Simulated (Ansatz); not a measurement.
The same molecule with X = Cu, Ag, Au. Ansatz, PBE0-D4/def2-TZVP geometries, multiplicity 1. Each molecule was computed in one conformer, which needn't be the lowest.

Elements past krypton have def2 core potentials. Scalar relativity is left out up to krypton.

```tsv
X	molecule	mean X–Cl bond length / Å	mean X–N bond length / Å	LUMO energy (B3LYP/def2-TZVPP) / eV	HOMO–LUMO gap (PBE0/def2-TZVPP) / eV	HOMO energy (B3LYP/def2-TZVPP) / eV
Cu	`[NH3+][Cu-][Cl]`	2.081	1.938	-1.17	5.76	-6.33
Au	`[NH3+][Au-][Cl]`	2.232	2.085	-1.25	5.99	-6.66
```

Question: Give the row for X = Ag, `[NH3+][Ag-][Cl]`. (Best estimate.)

Answer: Computed: 
```csv
X,molecule,mean X–Cl bond length / Å,mean X–N bond length / Å,LUMO energy (B3LYP/def2-TZVPP) / eV,HOMO–LUMO gap (PBE0/def2-TZVPP) / eV,HOMO energy (B3LYP/def2-TZVPP) / eV
Ag,`[NH3+][Ag-][Cl]`,2.268,2.159,-1.44,5.64,-6.52
```

From Cu to Au the mean X–Cl bond length isn't monotonic: highest at Ag, lowest at Cu; the mean X–N bond length isn't monotonic: highest at Ag, lowest at Cu; the LUMO energy (B3LYP/def2-TZVPP) isn't monotonic: highest at Cu, lowest at Ag; the HOMO–LUMO gap (PBE0/def2-TZVPP) isn't monotonic: highest at Au, lowest at Ag; the HOMO energy (B3LYP/def2-TZVPP) falls at each step, by 0.33 eV in all.

B3LYP here is the variant with VWN-RPA as its local correlation; programs differ in this.
